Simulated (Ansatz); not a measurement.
Consider the redistribution: `[SiH3][SiH2][SiH2][SiH3]` + `[BH2][SnH2][NH2]` → `[BH2][SnH2][SiH3]` + `N[SiH2][SiH2][SiH3]`.

Calculated with Ansatz (gas phase, PBE0-D4/def2-TZVP geometries, no zero-point term in ΔE). CCSD(T)/CBS is the MP2 limit (def2-TZVPP, def2-QZVPP) plus CCSD(T) − MP2 in def2-TZVPP, frozen cores. Functionals use def2-TZVPP. B3LYP here is the variant with VWN-RPA as its local correlation; programs differ in this. Elements past krypton have def2 core potentials. For Sn outer-core shells are correlated without core-valence functions, which leaves a few kJ/mol of doubt a bond. One conformer a species, not always the lowest.

```
             level  ΔE (kJ/mol)  difference from CCSD(T)/CBS
            PBE-D4        -65.2                          5.0
         r2SCAN-D4        -71.1                         -0.9
           PBE0-D4        -69.8                          0.4
          B3LYP-D4        -71.5                         -1.3
           ωB97X-V        -68.5                          1.7
           ωB97M-V        -75.0                         -4.8
            B2PLYP        -74.0                         -3.8
               PBE        -67.7                          2.5
            r2SCAN        -71.9                         -1.7
SCS-MP2/def2-TZVPP        -71.5                         -1.3
   CCSD/def2-TZVPP        -70.7                         -0.5
CCSD(T)/def2-TZVPP        -68.0                          2.2
    MP2/def2-QZVPP        -74.8                         -4.6
      HF/CBS(def2)        -80.2                        -10.0
     MP2/CBS(def2)        -75.7                         -5.5
    CCSD/CBS(def2)        -72.9                         -2.7
       CCSD(T)/CBS        -70.2                            0
```

Largest T1 diagnostic among the species: 0.014.

From PBE to PBE0 (25 % exact exchange), in def2-TZVPP and without D4, ΔE moves by −4.5 kJ/mol. The D4 term adds +3.9 kJ/mol with B3LYP and +2.3 kJ/mol with PBE0; it sums over pairs of atoms, weighted by their polarisabilities, and B3LYP, whose exchange is more repulsive, gets the larger term.
